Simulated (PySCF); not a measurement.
Bonds (- single, = double, # triple, : aromatic): Cl1-Al2 2.082 Å, Al2-Cl3 2.081 Å, Al2-Cl4 2.276 Å, Cl4-Al5 2.279 Å, Al5-Cl6 2.082 Å, Al5-Cl7 2.081 Å, Al5-Cl8 2.276 Å, Cl8-Al2 2.279 Å. Formal charges: Al2 -1, Cl4 +1, Al5 -1, Cl8 +1.

Geometry: PBE0-D3(BJ)/def2-SVP; GIAO shifts from PySCF 2.14, gas phase, non-relativistic, averaged over equivalent atoms.

At PBE0/def2-SVP (144 basis functions, 22 s wall time on 1 thread of an x86-64 server CPU, shared host):
```csv
atoms,δ (ppm)
Cl4/Cl8,116.5
Cl1/Cl3/Cl6/Cl7,34.5
Al2/Al5,24.3
```

δ = σ(ref) − σ, references computed at the same level: HCl for ³⁵Cl (σ = 968.34 ppm); ²⁷Al (σ = 516.15 ppm) vs AlH4-.

Q: What do these become at PBE0/6-31G*?

A: 
```csv
atoms,δ at PBE0/6-31G*,change
Cl4/Cl8,92.0,-24.5
Cl1/Cl3/Cl6/Cl7,-12.4,-46.9
Al2/Al5,25.9,+1.6
```

Referencing at the same level of theory: ³⁵Cl (929.83 ppm) against HCl; ²⁷Al (535.77 ppm) against AlH4-.

The largest change is at Cl1/Cl3/Cl6/Cl7 (chlorine bonded to Al). Cost: 144 basis functions, 22 s wall time on 1 thread of an Arm Neoverse V1, shared host.
